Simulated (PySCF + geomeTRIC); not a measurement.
The multiplicity is imposed and other spin states were not computed.

The numbers are results of TPSS-D3(BJ)/def2-SVP (PySCF + geomeTRIC), not measurements. fastk is a local helper that only speeds up exchange builds. No frequencies were computed at this level.

```python
import json, numpy as np
from pyscf import gto, dft
from fastk import lowrank_exchange
atoms = """
Cu     0.056154    -0.016083    -0.035040
N      1.667403    -0.475983    -1.046558
H      1.904937     0.287885    -1.677818
H      1.500950    -1.322311    -1.589165
H      2.441594    -0.634806    -0.403288
C     -1.477782     0.421897     0.927387
N     -2.427357     0.692919     1.523545
"""
def scf(charge, spin, dm0=None):
    mol = gto.M(atom=atoms, basis='def2-svp', ecp={}, charge=charge, spin=spin, verbose=3, max_memory=5040)
    mf = dft.KS(mol, xc='tpss').density_fit(auxbasis="def2-universal-jkfit")
    mf.disp = 'd3bj'
    mf.grids.level = 3
    mf.conv_tol = 1e-8
    mf.max_cycle = 120
    mf.level_shift = 0.25
    mf.kernel(dm0)
    if not mf.converged:
        mf = mf.newton().run(mf.mo_coeff, mf.mo_occ).undo_soscf()
    return mf
mf = scf(0, 0)
from pyscf.geomopt.geometric_solver import kernel as optimize
path = []
done, mol = optimize(mf, maxsteps=120, assert_convergence=False, callback=lambda env: path.append((env["energy"], bool(env["g_scanner"].converged))))
res = dict(converged=bool(done and path[-1][1]), energy=path[-1][0], path=[e for e, c in path], xyz=mol.atom_coords(unit="Angstrom").tolist(), nao=mol.nao)
json.dump(res, open("result.json", "w"))
```

Output:

```
converged SCF energy = -1789.67634840295
Geometry optimization cycle 1
converged SCF energy = -1789.67634839181
cycle 1: E = -1789.67634839  dE = -1789.68  norm(grad) = 0.0839122
Geometry optimization cycle 2
converged SCF energy = -1789.67821554767
cycle 2: E = -1789.67821555  dE = -0.00186716  norm(grad) = 0.0115069
Geometry optimization cycle 3
converged SCF energy = -1789.67839870684
cycle 3: E = -1789.67839871  dE = -0.000183159  norm(grad) = 0.00450517
Geometry optimization cycle 4
converged SCF energy = -1789.67841986123
cycle 4: E = -1789.67841986  dE = -2.11544e-05  norm(grad) = 0.0021728
Geometry optimization cycle 5
converged SCF energy = -1789.67842167627
cycle 5: E = -1789.67842168  dE = -1.81505e-06  norm(grad) = 0.000417891
Geometry optimization cycle 6
converged SCF energy = -1789.67842179291
cycle 6: E = -1789.67842179  dE = -1.16639e-07  norm(grad) = 0.000123641
<class 'geometric.internal.Distance'> : 6
<class 'geometric.internal.Angle'> : 6
<class 'geometric.internal.LinearAngle'> : 4
<class 'geometric.internal.TranslationX'> : 1
<class 'geometric.internal.TranslationY'> : 1
<class 'geometric.internal.TranslationZ'> : 1
<class 'geometric.internal.RotationA'> : 1
<class 'geometric.internal.RotationB'> : 1
<class 'geometric.internal.RotationC'> : 1
Step    0 : Gradient = 3.172e-02/6.099e-02 (rms/max) Energy = -1789.6763483918
Step    1 : Displace = 1.210e-02/1.513e-02 (rms/max) Trust = 1.000e-01 (=) Grad = 4.349e-03/7.255e-03 (rms/max) E (change) = -1789.6782155477 (-1.867e-03) Quality = 1.166
Step    2 : Displace = 7.167e-03/1.003e-02 (rms/max) Trust = 1.414e-01 (+) Grad = 1.703e-03/2.610e-03 (rms/max) E (change) = -1789.6783987068 (-1.832e-04) Quality = 1.223
Step    3 : Displace = 3.023e-03/4.158e-03 (rms/max) Trust = 2.000e-01 (+) Grad = 8.212e-04/1.577e-03 (rms/max) E (change) = -1789.6784198612 (-2.115e-05) Quality = 1.160
Step    4 : Displace = 6.766e-04/8.651e-04 (rms/max) Trust = 2.828e-01 (+) Grad = 1.579e-04/2.798e-04 (rms/max) E (change) = -1789.6784216763 (-1.815e-06) Quality = 1.105
Step    5 : Displace = 1.793e-04/3.493e-04 (rms/max) Trust = 3.000e-01 (+) Grad = 4.673e-05/8.479e-05 (rms/max) E (change) = -1789.6784217929 (-1.166e-07) Quality = 0.615
Converged! =D
```

Cost: very roughly 50 core-seconds.
